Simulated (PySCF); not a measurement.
# What a mistake does to a calculation on BC2H6Si

All numbers below are calculated, not measured. They come from PySCF 2.14.0, an open-source quantum chemistry program, on an isolated molecule that a program drew, which may never have been made. The molecule is BC2H6Si (charge 0, doublet), drawn as the SMILES string `B=C(C)[SiH2]`.

Each row is a Hartree-Fock (HF) and frozen-core CCSD(T) single point in the cc-pV(D+d)Z basis, meant for a local HF minimum. Run 1 is clean. Each other run has one planted mistake out of seven kinds, and not every kind appears here: one electron removed, one electron added, multiplicity raised by two, geometry at a saddle point, minimal basis STO-3G, one bond length entered in bohr, all coordinates scaled. The reference is restricted for singlets and unrestricted otherwise, and also for a bond in bohr. Adding or removing an electron swaps singlet and doublet. Electrons count all cores. HOMO and LUMO are orbital energies over both spins, the gradient is its largest component, and the lowest frequency (negative if imaginary) is given only where the gradient is small. Bond lengths are over the 9 bonds as drawn. T1 is the CCSD diagnostic: over 0.02 (restricted) or 0.045 (unrestricted) a single reference is doubtful.

Geometry of the clean run:
```xyz
10
BC2H6Si, angstrom
B    -0.3899    0.6174    2.1549
C     0.0330    0.0281    0.9892
C     1.0622   -1.0059    0.5795
Si   -1.0752    0.8633   -0.2699
H    -0.8144    1.1715    3.1016
H     1.6143   -1.3811    1.4420
H     1.7845   -0.5842   -0.1234
H     0.5882   -1.8588    0.0879
H    -0.3325    1.6673   -1.2723
H    -1.9808   -0.0744   -0.9793
```

```
run,electrons,basis functions,<S^2>,HOMO (eV),LUMO (eV),gradient (hartree/bohr),lowest frequency (cm^-1),mean bond (Å),longest bond (Å),T1,HF (hartree),CCSD(T) (hartree),mistake
1,37,95,0.755,-8.74,1.16,2.2e-05,150,1.3536,1.874,0.0149,-392.75623,-393.26538,no fault
2,36,95,0.000,-14.37,-6.75,5.6e-02,-,1.3536,1.874,0.0137,-392.47167,-392.96954,one electron removed
3,37,95,3.771,-5.85,0.28,1.3e-01,-,1.3536,1.874,0.0167,-392.65803,-393.13538,multiplicity raised by two
4,38,95,0.000,-0.64,7.63,4.0e-02,-,1.3536,1.874,0.0228,-392.74089,-393.29091,one electron added
5,37,95,0.811,-8.35,0.93,4.4e-02,-,1.4754,2.042,0.0251,-392.69322,-393.22025,all coordinates scaled
6,37,95,1.589,-7.68,1.03,8.1e-03,-,1.5003,2.805,0.0432,-392.65022,-393.15031,?
```

**Which mistake was planted in run 6, and what did it cost?**

The mean bond changes by a factor of 1.108 and the longest by 1.497, so the molecule wasn't scaled as a whole. A length L in bohr read as angstrom grows by (1/0.5292 - 1) L = 0.890 L. The 9 bonds together grew by 9 x 0.1467 = 1.320 Å, which gives L = 1.484 Å. That is the length of one of the H-Si bonds, 1.484 Å in the clean geometry. So the mistake is: one bond length entered in bohr. Subtracting run 1 and multiplying by 627.51 kcal/mol a hartree, the energy moved by 66.5 kcal/mol in HF and 72.2 kcal/mol in CCSD(T).

Cautions from the logs. Run 4: T1 is over the limit, so its CCSD(T) energy is less reliable.
